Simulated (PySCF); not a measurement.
Electron correlation in Ne (neon, neutral)

[Ne], closed-shell 1S. All numbers are calculated (PySCF 2.14, no relativity, point nucleus, in aug-cc-pwCVDZ (5s4p2d, 27 functions)). Frozen: nothing; 10 electrons correlated.

MP2 pair energies summed by pair of shells (mhartree):

```
 pair   energy  share (%)
2p-2p  -162.32       64.9
2s-2p   -48.20       19.3
1s-1s   -19.75        7.9
1s-2p    -9.08        3.6
2s-2s    -8.35        3.3
1s-2s    -2.38        1.0
```

Total MP2 correlation energy: -250.09 mhartree.

Same-spin part -66.38 and opposite-spin part -183.70 mhartree; SCS-MP2 scales them by 1/3 and 6/5 to -242.57 mhartree.
